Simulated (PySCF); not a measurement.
Numbering as in the mapped SMILES `[CH3:1][CH2:2][S:3][Si:4]([F:5])([F:6])[F:7]`. Each H is labelled by its parent atom.

Geometry: PBE0-D3(BJ)/def2-SVP; GIAO absolute shieldings from PySCF 2.14.0 with density-fitted response routines, gas phase, non-relativistic, averaged over equivalent atoms.

At BHandHLYP/pcSseg-1 (158 basis functions, 8.7 s wall time on 1 thread of an AMD EPYC 9R45 96-Core, shared host):
| atoms | σ (ppm) |
| --- | --- |
| C2 | 158.2 |
| C1 | 163.4 |
| S3 | 630.2 |
| Si4 | 411.4 |
| F5/F6/F7 | 323.6 |
| H(C2) | 28.92 |
| H(C1) | 30.09 |

Estimate the result of repeating the calculation with PBE0/6-311+G(2d,p).

Answers


```csv
atoms,"σ at PBE0/6-311+G(2d,p)",change
C2,159.0,+0.8
C1,166.5,+3.1
S3,609.5,-20.7
Si4,394.5,-16.9
F5/F6/F7,309.9,-13.7
H(C2),28.68,-0.24
H(C1),30.13,+0.04
```

The largest change is at S3 (sulfur bonded to C, Si). Cost: 235 basis functions, 18 s wall time on 1 thread of an AMD EPYC 9R45 96-Core, shared host.
